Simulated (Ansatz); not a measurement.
A nudged elastic band was laid between two geometries of C$_{2}$HClOSe (6 atoms, charge 0, multiplicity 1).

Level of theory: RKS PBE-D4/def2-SVP (Ansatz 0.2.0).

| Item | Value |
| --- | --- |
| movable images | 5 |
| climbing image | yes |
| spring | 5.0 eV/Å² |
| optimiser | quadratic models (default) |
| start path | IDPP |
| force threshold | 0.05 eV/Å |
| iteration limit | 60 |
| end points | relaxed |

Image 0:

```xyz
6
Properties=species:S:1:pos:R:3
Cl 1.565 -0.635 -1.371
C -0.050 -0.958 0.752
C 0.437 -0.098 -0.145
Se -0.155 1.685 0.082
O -0.484 -1.702 1.552
H -1.270 1.644 -0.917
```

Image 6:

```xyz
6
Properties=species:S:1:pos:R:3
Cl 2.041 -0.615 0.186
C 0.184 -0.888 0.360
C -0.253 -0.355 -0.873
Se -0.866 1.282 -1.169
O -0.308 -1.483 1.275
H -0.756 1.996 0.175
```

Question: Which bonds break or form, and what moves?

Answer: Bonds broken: Cl1–C3. Bonds formed: Cl1–C2. The dihedral Cl1–C3–Se4–H6 goes from 85 to -53°.

Question: What energy profile does the band end with?

Answer: The forces met the threshold. The highest image is number 5 of 0 to 6, 1.20 eV above the first end and 0.01 eV above the last; the last end lies 1.19 eV above the first. Beside the main top the profile has a ripple of under 15 meV (maxima at images 2, 5), which may be a very shallow well or noise. A vibrational analysis at the climbing image gives one clearly imaginary mode, 189i cm⁻¹: a first-order saddle point. The orbitals stay closed-shell, which can raise the energy where a bond breaks towards radicals; this wasn't checked here.

| image | path coordinate (Å) | energy (eV) | Cl1–C3 (Å) | Cl1–C2 (Å) | dihedral Cl1–C3–Se4–H6 (°) |
| --- | --- | --- | --- | --- | --- |
| 0 | 0.00 | 0.00 | 1.75 | 2.69 | 85 |
| 1 | 0.79 | 0.19 | 1.75 | 2.68 | 131 |
| 2 | 1.59 | 0.37 | 1.74 | 2.67 | 179 |
| 3 | 2.38 | 0.20 | 1.75 | 2.69 | -134 |
| 4 | 3.18 | 0.25 | 1.81 | 2.48 | -80 |
| 5 | 3.97 | 1.20 | 2.37 | 2.01 | -63 |
| 6 | 4.25 | 1.19 | 2.54 | 1.89 | -53 |

Question: What is the geometry of the highest image?

Answer: 
```xyz
6
Properties=species:S:1:pos:R:3:forces:R:3
Cl 1.739 -0.126 1.148 0.01 0.00 0.00
C 0.067 -0.951 0.392 -0.07 -0.03 -0.01
C 0.348 -0.248 -0.763 0.04 -0.02 0.02
Se -0.329 1.257 -1.443 -0.02 0.02 0.00
O -0.570 -1.783 0.948 0.03 0.03 -0.01
H -1.213 1.787 -0.328 0.00 0.00 -0.01
```

Run time: 2.3 min on 2 threads of Arm Neoverse V1 (shared host), peak memory 0.14 GiB.
